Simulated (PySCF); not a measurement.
Two-component Hartree-Fock for Gd³⁶⁺ (gadolinium, charge +36)

Start: [Ar] 3d10. Calculated with PySCF 2.14 in an even-tempered Gaussian basis (18 s from 2.4 bohr⁻², ratio 2.6; 15 p from 3.1 bohr⁻², ratio 2.6; 10 d from 3.1 bohr⁻², ratio 2.6; 6 f from 3.2 bohr⁻², ratio 2.8): generalised Hartree-Fock with the X2C-1e Hamiltonian and a Gaussian nucleus; spin-orbit coupling (SO) screened by Boettger's factors.

```tsv
spinor shell	electrons	ε, screened SO (eV)	weight of nominal j (screened SO)	rms radius, screened SO (bohr)
1s1/2	2	-52005.4	1.000	0.0249
2s1/2	2	-9931.3	1.000	0.101
2p1/2	2	-9496.4	1.000	0.0861
2p3/2	4	-8792.5	1.000	0.0925
3s1/2	2	-3312.2	1.000	0.256
3p1/2	2	-3125.6	1.000	0.246
3p3/2	4	-2971.8	1.000	0.258
3d3/2	4	-2659.8	1.000	0.229
3d5/2	6	-2626.4	1.000	0.233
```

```
   quantity   screened SO
E (hartree)  -10506.97576
        M_J             0
       ⟨J²⟩         0.000
       ⟨L²⟩         0.032
       ⟨S²⟩         0.032
```

Breit and QED terms are absent; they matter most for the inner s and p1/2 levels.

Densities and radii are taken from the X2C orbitals without a picture-change correction, which distorts them close to the nucleus.
